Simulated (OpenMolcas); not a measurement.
## Which level was it?

SiN2H5OF has 10 atoms, charge 0, and is taken as a singlet. SMILES: `N[Si](N)(O)F`. The coordinates come from a PBE0-D4/def2-TZVP relaxation. This is one conformer, not always the lowest.

```xyz
10

N    -0.4158    1.4954   -0.0248
Si    0.0634   -0.0964   -0.2983
N    -0.4887   -1.0651    0.9778
O     1.6710    0.0226   -0.5851
F    -0.5539   -0.8271   -1.5866
H    -1.3283    1.7231    0.3273
H     0.0466    2.2720   -0.4641
H    -0.7412   -2.0271    0.8311
H    -0.2389   -0.8737    1.9325
H     2.0688   -0.6749   -1.1069
```

Orbital energies are those of the mean-field step.

A calculation with OpenMolcas 26.06 gave:

- total energy: -577.0843 Eh
- dipole moment: 1.19 D
- HOMO energy: -6.08 eV
- LUMO energy: 1.34 eV
- HOMO–LUMO gap: 7.42 eV
- largest force: 1.792 eV/Å

Problem. Which of these levels gave the numbers?
A. r2SCAN/cc-pVDZ
B. PBE0/cc-pVDZ
C. CCSD(T)/cc-pVDZ (Cholesky decomposition)
D. B2PLYP/cc-pVDZ

Solution. A. The others give -576.8228 Eh (PBE0/cc-pVDZ), -576.8734 Eh (B2PLYP/cc-pVDZ), -576.0887 Eh (CCSD(T)/cc-pVDZ (Cholesky decomposition)).
